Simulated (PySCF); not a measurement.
C4H7NSi, SMILES C1=C[SiH2]C=NC1.

Geometry optimised at PBE0-D3(BJ)/def2-SVP. The structure was generated by enumeration, and PubChem lists no compound with its InChIKey, so it may never have been made. The values are those of a single conformer.

These are PBE/def2-TZVP in PySCF values and carry that method's errors.

Gas-phase values at a fixed geometry.

### Question
Estimate the frontier levels, gap, dipole moment and polarisability. (Estimate from the structure and the level; the computed values follow.)

### Answer

```yaml
highest_occupied_level: -5.32 eV
lowest_empty_level: -1.85 eV
orbital_gap: 3.46 eV
dipole_moment: 1.39 D
quadrupole, principal values (traceless, Buckingham form, about the centre of nuclear charge): -4.43, -2.07, 6.51 D·Å
mean_static_polarisability: 79.7 bohr³ (11.81 Å³)
polarisability_principal_values: 55.5, 78.3, 105.4 bohr³
```
